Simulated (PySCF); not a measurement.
**A ladder of Hamiltonians for Bi⁶⁹⁺ (bismuth, charge +69)**

Occupied: 1s1/2, 2s1/2, 2p1/2, 2p3/2, 3s1/2, 3p1/2. Hartree-Fock calculated with PySCF 2.14 in an even-tempered Gaussian basis (19 s from 11 bohr⁻², ratio 2.3; 16 p from 13 bohr⁻², ratio 2.3), Gaussian nucleus throughout. NR is non-relativistic, sf-X2C the spin-free one-electron X2C Hamiltonian, X2C adds the bare one-electron spin-orbit term, X2C-SNSO screens it by Boettger's factors, DC is four-component Dirac-Coulomb, and the Gaunt and Breit terms are added at first order (total energies over the DC spinors, levels after relaxing the spinors in that mean field). QED terms are absent. Levels marked empty are virtual spinors of this ion; the basis has s and p functions only, so 3d, which can lie below the n = 4 levels, is absent.

```tsv
Hamiltonian	E (hartree)
X2C	-15663.2863
X2C-SNSO	-15660.4726
DC	-15669.4890
DC+Gaunt	-15646.5260
DC+Breit	-15648.5660
```

```tsv
level (eV)	X2C	X2C-SNSO	DC	DC+Gaunt	DC+Breit
1s1/2	-97126.4	-97129.1	-97255.0	-96893.5	-96918.0
2s1/2	-22333.8	-22334.7	-22354.2	-22312.5	-22315.9
2p1/2	-21791.4	-21738.5	-21753.4	-21683.2	-21689.9
2p3/2	-19323.4	-19339.0	-19352.1	-19308.2	-19314.7
3s1/2	-8998.0	-8998.3	-9003.1	-8992.5	-8993.8
3p1/2	-8808.6	-8794.8	-8798.8	-8780.7	-8782.9
3p3/2 (empty)	-8014.5	-8018.7	-8021.6	-8010.5	-8012.8
4s1/2 (empty)	-4717.6	-4717.7	-4719.4	-4715.3	-4715.9
```

Task: How large are the two-electron picture-change error of X2C and the Breit correction in the total energy?

Result: X2C-1e lies 6.2027 hartree above Dirac-Coulomb; Gaunt adds 22.9629 and the full Breit term 20.9230 hartree.

```
interval (eV)   X2C  X2C-SNSO    DC  DC+Gaunt  DC+Breit
2p3/2 − 2p1/2  2468      2400  2401      2375      2375
```

Weight of the small component: 1s1/2 0.101, 2s1/2 0.0238, 2p1/2 0.0238, 2p3/2 0.0209, 3s1/2 0.00928, 3p1/2 0.00919, 3p3/2 0.00839, 4s1/2 0.00471.

Koopmans' value for the highest occupied level at DC+Breit: 8782.9 eV, against an ionisation energy of 8780 ± 50 eV (theoretical estimate listed by NIST; NIST Atomic Spectra Database, ionization energies); the former lacks relaxation, correlation, QED and recoil.

The whole ladder took 100 s of wall time on 1 thread of Intel(R) Xeon(R) 6975P-C (shared host), launched as `OMP_NUM_THREADS=1 python relrun2.py TASK.json OUT` (a driver that calls PySCF for each Hamiltonian).
